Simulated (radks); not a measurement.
Values are calculated unless marked as measured or tabulated.
All-electron atom: Tb VIII in [Xe] 4f4 (not the ground configuration). Level of theory: scalar-relativistic Kohn-Sham, PBEsol, spin-polarised, spherical densities, finite nucleus; open shells are filled with parallel spins first (spin-orbit coupling, left out, can overturn this in heavy ions); Fermi nuclear charge, rms radius 5.06 fm (a radial shooting solver on a logarithmic mesh with Libxc functionals).

Unscreened Slater integrals over Kohn-Sham orbitals (eV). They are taken over the spin-up orbitals.

| integral | value |
|---|---|
| F0(5p,5p) | 18.770 |
| F2(5p,5p) | 10.224 |
| F0(5p,4f) | 22.653 |
| F2(5p,4f) | 7.7452 |
| G2(5p,4f) | 3.1995 |
| G4(5p,4f) | 2.6898 |
| F0(5p,5s) | 19.657 |
| G1(5p,5s) | 13.378 |
| F0(5p,4d) | 23.136 |
| F2(5p,4d) | 7.1289 |
| G1(5p,4d) | 2.0123 |
| G3(5p,4d) | 2.0055 |
| F0(4f,4f) | 36.317 |
| F2(4f,4f) | 18.019 |
| F4(4f,4f) | 11.469 |
| F6(4f,4f) | 8.2998 |
| F0(4f,5s) | 24.534 |
| G3(4f,5s) | 3.7905 |
| F0(4f,4d) | 38.145 |
| F2(4f,4d) | 18.855 |
| F4(4f,4d) | 12.182 |
| G1(4f,4d) | 21.962 |
| G3(4f,4d) | 14.063 |
| G5(4f,4d) | 10.021 |
| F0(5s,5s) | 20.737 |
| F0(5s,4d) | 25.139 |
| G2(5s,4d) | 2.7624 |
| F0(4d,4d) | 40.549 |
| F2(4d,4d) | 20.678 |
| F4(4d,4d) | 13.886 |

Derived for the open shells (J is the average intra-shell exchange parameter used in DFT+U). 4f: F4/F2 = 0.637, F6/F2 = 0.461, J = (286 F2 + 195 F4 + 250 F6)/6435 = 1.471 eV.
